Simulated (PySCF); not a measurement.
# Peak assignment

Structure with atom numbers: `[CH3:1][C:2](=[O:3])[C@@:4]1([SiH3:5])[CH:6]=[CH:7][O:8][SiH2:9]1`. Hydrogens are named by the atom that carries them. Ha(Si9) is pro-R; Hb(Si9) is pro-S.

PySCF calculation with coordinates at the GFN2-xTB level and NMR shieldings at PBE0/pcSseg-1/GIAO; rapidly exchanging positions averaged, one computed conformer, non-relativistic, in vacuum.

Referencing at the same level of theory: 13C and 1H against TMS.

Q: Assign these signals to the numbered atoms. 13C{1H} NMR (computed): δ 219.1 (C), 158.4 (CH), 112.5 (CH), 48.0 (C), 31.4 (CH3).

A: 
```tsv
δ (ppm)	atoms	environment	reason
219.1	C2	ketone carbonyl carbon	low-lying n→π* states of the double bond to the heteroatom give a large paramagnetic term (-285 ppm)
158.4	C7	alkene carbon bearing oxygen	an sp2 carbon further deshielded by the attached heteroatom
112.5	C6	β carbon of an enol-ether or enamine type C=C	the O or N lone pair pushes π density onto this β carbon and shields it
48.0	C4	fully substituted sp3 carbon bonded to 2 Si, α to a carbonyl	α to the electron-withdrawing carbonyl group
31.4	C1	methyl carbon α to a carbonyl	the adjacent C=O deshields it moderately
```

Q: Assign these signals to the numbered atoms. 1H NMR (400 MHz, computed): δ 6.74 (d, 1H), 5.33 (d, 1H), 5.25 (m, 1H), 5.24 (m, 1H), 4.00 (s, 3H), 2.26 (s, 3H).

A: 
| δ (ppm) | atoms | environment | reason |
| --- | --- | --- | --- |
| 6.74 | H(C7) | hydrogen on an alkene carbon bearing oxygen | attached to an sp2 carbon and in the plane of the double bond |
| 5.33 | H(C6) | hydrogen on a β carbon of an enol-ether or enamine type C=C | a vinylic proton, deshielded by the sp2 carbon and the C=C anisotropy |
| 5.25 | Hb(Si9) | hydrogen on a silicon bonded to C, O, in a 5-membered ring | – |
| 5.24 | Ha(Si9) | hydrogen on a silicon bonded to C, O, in a 5-membered ring | – |
| 4.00 | H(Si5) | hydrogen on a silicon bonded to C | – |
| 2.26 | H(C1) | hydrogen on a methyl carbon α to a carbonyl | α to C=O |

H(C6) and Hb(Si9); Hb(Si9) and Ha(Si9) lie closer than the usual error of such a calculation, so a measured spectrum could show them in the other order.

Shifts are as computed. Against solution values, carbons near 30 ppm lie about +3 ppm off and those near 130 ppm about +5 ppm. Of 1211 compounds with measured shifts, 218 miss one by over three times the rms of a fit or turn the order of signals round; such compounds aren't used in these exercises. No couplings were computed; multiplicities are counted from neighbouring protons, with m where these are inequivalent, close in shift, in a saturated or five-membered ring or joined by F or P, and br s for small geminal =CH2 splittings.
